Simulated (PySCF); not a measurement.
Compound: C3H10AsB.
Z-matrix (Å and degrees, GFN2-xTB geometry), rows numbered from 1:
```
B 
As  1  2.0594
C   2  1.9751  1  116.50
C   3  1.4864  2  111.96  1  -179.90
C   4  1.3218  3  124.34  2  -106.26
H   1  1.1928  2  103.03  3    61.12
H   1  1.1868  2  106.92  3  -177.82
H   1  1.1932  2  102.47  3   -57.11
H   2  1.4902  1  121.96  3   120.98
H   2  1.4928  1  122.34  3  -121.38
H   3  1.0969  2  106.50  1   -57.98
H   3  1.0955  2  107.35  1    57.36
H   4  1.0842  3  115.54  2    72.17
H   5  1.0785  4  121.64  3    -1.59
H   5  1.0766  4  121.97  3   178.60
```

Vertical excitations from PySCF (density fitting, frozen core in the response, grid level 2 and gas phase unless stated; continuum runs use non-equilibrium linear response for the excitations) on a GFN2-xTB geometry. Reference run:

| settings | S1, eV (f) | S2, eV (f) | S3, eV (f) | S4, eV (f) | S5, eV (f) | S6, eV (f) | T1, eV (Tamm–Dancoff) | mean α (au) |
| --- | --- | --- | --- | --- | --- | --- | --- | --- |
| PBE0/def2-SVPD, full TDDFT, 6 singlets | 6.50 (0.261) | 6.79 (0.274) | 6.95 (0.004) | 7.01 (0.004) | 7.16 (0.010) | 7.37 (0.004) | 4.24 | 89.7 |

Q: What do these settings give: (1) wB97X/def2-SVPD, IEF-PCM dimethylsulfoxide, TDA, 6 singlets; (2) B3LYP/cc-pVDZ, full TDDFT, 3 singlets?

A: 
```tsv
settings	S1, eV (f)	S2, eV (f)	S3, eV (f)	S4, eV (f)	S5, eV (f)	S6, eV (f)	T1, eV (Tamm–Dancoff)	mean α (au)
wB97X/def2-SVPD, IEF-PCM dimethylsulfoxide, TDA, 6 singlets	7.09 (0.817)	7.56 (0.249)	8.07 (0.010)	8.13 (0.025)	8.29 (0.010)	8.34 (0.114)	–	122.7
B3LYP/cc-pVDZ, full TDDFT, 3 singlets	6.61 (0.381)	6.88 (0.044)	6.88 (0.117)	–	–	–	4.35	81.0
```

(1) S1 moves by +0.59 eV; functional, environment and response scheme change together, so the shift can't be laid on one. (2) S1 moves by +0.11 eV; functional and basis change together, so the shift can't be laid on one. States are counted by energy in each run and needn't keep their character from row to row.

Q: Give the leading configurations of S1 (H = HOMO, L = LUMO) and the HOMO–LUMO gap of each run.

A: 
| settings | S1 configurations (weight) | S1 (eV) | orbital gap (eV) | S1 − gap (eV) |
| --- | --- | --- | --- | --- |
| PBE0/def2-SVPD, full TDDFT, 6 singlets | H→L 0.64, H→L+1 0.32 | 6.50 | 7.15 | -0.65 |
| wB97X/def2-SVPD, IEF-PCM dimethylsulfoxide, TDA, 6 singlets | H→L 0.87 | 7.09 | 11.63 | -4.54 |
| B3LYP/cc-pVDZ, full TDDFT, 3 singlets | H→L 0.70, H→L+1 0.21 | 6.61 | 6.84 | -0.23 |

The structure is a single GFN2-xTB conformer; no vibrational corrections. The PBE0/def2-SVPD calculation is non-relativistic and has no spin–orbit coupling, an omission that weighs most on arsenic.
